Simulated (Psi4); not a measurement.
ammonia borane (H$_{6}$BN), singlet, geometry from GFN2-xTB; CEPA(1)/STO-3G run with Psi4.

Input for Psi4:
```
memory 2 GB

molecule {
0 1
B    -0.91491923    0.11210003   -0.01661920
N     0.73087909   -0.08955061    0.01327617
H    -1.31399349   -0.64168266   -0.84737361
H    -1.09154966    1.25500958   -0.29974635
H    -1.29004994   -0.16052617    1.07999077
H     0.93390981   -1.05286399    0.25124010
H     1.12008257    0.53455889    0.70957279
H     1.10004319    0.13185843   -0.90352092
}

set {
  basis sto-3g
}

energy('cepa(1)')
print_variables()
```

Output, abridged:

```
   => Loading Basis Set <=

    Name: STO-3G
    Role: ORBITAL
    Keyword: BASIS

         ---------------------------------------------------------
                                   SCF
               by Justin Turney, Rob Parrish, Andy Simmonett
                          and Daniel G. A. Smith
                              RHF Reference
         ---------------------------------------------------------

  ==> Geometry <==

    Molecular point group: c1
    Full point group: C1

    Geometry (in Angstrom), charge = 0, multiplicity = 1:

       Center              X                  Y                   Z               Mass
    ------------   -----------------  -----------------  -----------------  -----------------
         B           -0.902560095796     0.110585736368    -0.016394698915    11.009305360000
         N            0.743238224204    -0.091064903632     0.013500671085    14.003074004430
         H           -1.301634355796    -0.643196953632    -0.847149108915     1.007825032230
         H           -1.079190525796     1.253495286368    -0.299521848915     1.007825032230
         H           -1.277690805796    -0.162040463632     1.080215271085     1.007825032230
         H            0.946268944204    -1.054378283632     0.251464601085     1.007825032230
         H            1.132441704204     0.533044596368     0.709797291085     1.007825032230
         H            1.112402324204     0.130344136368    -0.903296418915     1.007825032230

  Running in c1 symmetry.

  Rotational constants: A =      2.49227  B =      0.59398  C =      0.59398 [cm^-1]
  Rotational constants: A =  74716.26007  B =  17807.03210  C =  17807.03210 [MHz]
  Nuclear repulsion =   40.787996534314189

  Charge       = 0
  Multiplicity = 1
  Electrons    = 18
  Nalpha       = 9
  Nbeta        = 9

  ==> Algorithm <==

  SCF Algorithm Type is PK.
  DIIS enabled.
  MOM disabled.
  Fractional occupation disabled.
  Guess Type is SAD.
  Energy threshold   = 1.00e-08
  Density threshold  = 1.00e-08
  Integral threshold = 1.00e-12

  ==> Primary Basis <==

  Basis Set: STO-3G
    Blend: STO-3G
    Number of shells: 12
    Number of basis functions: 16
    Number of Cartesian functions: 16
    Spherical Harmonics?: true
    Max angular momentum: 1

  ==> Integral Setup <==

  Using in-core PK algorithm.
   Calculation information:
      Number of atoms:                   8
      Number of AO shells:              12
      Number of primitives:             36
      Number of atomic orbitals:        16
      Number of basis functions:        16

      Integral cutoff                 1.00e-12
      Number of threads:                 1

  Performing in-core PK
  Using 18632 doubles for integral storage.
  We computed 3080 shell quartets total.
  Whereas there are 3081 unique shell quartets.

  ==> DiskJK: Disk-Based J/K Matrices <==

    J tasked:                  Yes
    K tasked:                  Yes
    wK tasked:                  No
    Schwarz Cutoff:          1E-12

  Minimum eigenvalue in the overlap matrix is 2.1973379712E-01.
  Reciprocal condition number of the overlap matrix is 9.0161977912E-02.
    Using symmetric orthogonalization.

  ==> Pre-Iterations <==

  SCF Guess: Superposition of Atomic Densities via on-the-fly atomic UHF (no occupation information).

   -------------------------
    Irrep   Nso     Nmo
   -------------------------
     A         16      16
   -------------------------
    Total      16      16
   -------------------------

  ==> Iterations <==

                        Total Energy        Delta E     RMS |[F,P]|

   @RHF iter SAD:   -79.54704618705139   -7.95470e+01   0.00000e+00
   @RHF iter   1:   -81.57135238282004   -2.02431e+00   1.02937e-02 DIIS/ADIIS
   @RHF iter   2:   -81.59331513682574   -2.19628e-02   3.06694e-03 DIIS/ADIIS
   @RHF iter   3:   -81.59538666353795   -2.07153e-03   9.37335e-04 DIIS/ADIIS
   @RHF iter   4:   -81.59563154117203   -2.44878e-04   7.97434e-05 DIIS
[...]

    Doubly Occupied:

[...]
    Virtual:

[...]
      16A      0.898676

    Final Occupation by Irrep:
              A
    DOCC [     9 ]
    NA   [     9 ]
    NB   [     9 ]

  @RHF Final Energy:   -81.59563334210974

   => Energetics <=

    Nuclear Repulsion Energy =             40.7879965343141890
    One-Electron Energy =                -190.2922279333361644
    Two-Electron Energy =                  67.9085980569122540
    Total Energy =                        -81.5956333421097355

Computation Completed

Properties will be evaluated at   0.000000,   0.000000,   0.000000 [a0]

Properties computed using the SCF density matrix

 Multipole Moments:

 ------------------------------------------------------------------------------------
     Multipole            Electronic (a.u.)      Nuclear  (a.u.)        Total (a.u.)
 ------------------------------------------------------------------------------------

 L = 1.  Multiply by 2.5417464519 to convert [e a0] to [Debye]
 Dipole X            :          1.8196216            0.4203967            2.2400183
 Dipole Y            :         -0.2229483           -0.0515089           -0.2744572
 Dipole Z            :          0.0330528            0.0076364            0.0406892
 Magnitude           :                                                    2.2571363

 ------------------------------------------------------------------------------------

 MINTS: Wrapper to libmints.
   by Justin Turney

   Calculation information:
      Number of threads:                 1
      Number of atoms:                   8
      Number of AO shells:              12
      Number of SO shells:              12
      Number of primitives:             36
      Number of atomic orbitals:        16
      Number of basis functions:        16

      Number of irreps:                  1
      Integral cutoff                 1.00e-12
      Number of functions per irrep: [  16 ]

 OEINTS: Overlap, kinetic, potential, dipole, and quadrupole integrals
         stored in file 35.

      Computed 9141 non-zero two-electron integrals.
        Stored in file 33.

        ==> Transform all two-electron integrals <==

	Presorting SO-basis two-electron integrals.
	Sorting File: SO Ints (nn|nn) nbuckets = 1
	Constructing frozen core operators
	Starting first half-transformation.
	Sorting half-transformed integrals.
	First half integral transformation complete.
	Starting second half-transformation.
	Two-electron integral transformation complete.

Traceback (most recent call last):
  File "psi4", line 375, in <module>
  File "<string>", line 28, in <module>
  File "site-packages/psi4/driver/driver.py", line 533, in energy
  File "site-packages/psi4/driver/procrouting/proc.py", line 5807, in run_cepa

RuntimeError:
Fatal Error: ndocc must be less than nvirt
The most recent 5 function calls were:

psi::PsiException::PsiException(std::__cxx11::basic_string<char, std::char_traits<char>, std::allocator<char> >, char const*, int)

Printing out the relevant lines from the Psithon --> Python processed input file:
    H     1.12008257    0.53455889    0.70957279
    H     1.10004319    0.13185843   -0.90352092
    """)
    core.IO.set_default_namespace("")
    core.set_global_option("BASIS", "sto-3g")
--> energy('cepa(1)')
    print_variables()

!----------------------------------------------------------------------------------!
!                                                                                  !
! Fatal Error: ndocc must be less than nvirt                                       !
! The most recent 5 function calls were:                                           !
! psi::PsiException::PsiException(std::__cxx11::basic_string<char,                 !
!     std::char_traits<char>, std::allocator<char> >, char const*, int)            !
!                                                                                  !
!----------------------------------------------------------------------------------!
```

The run crashed.
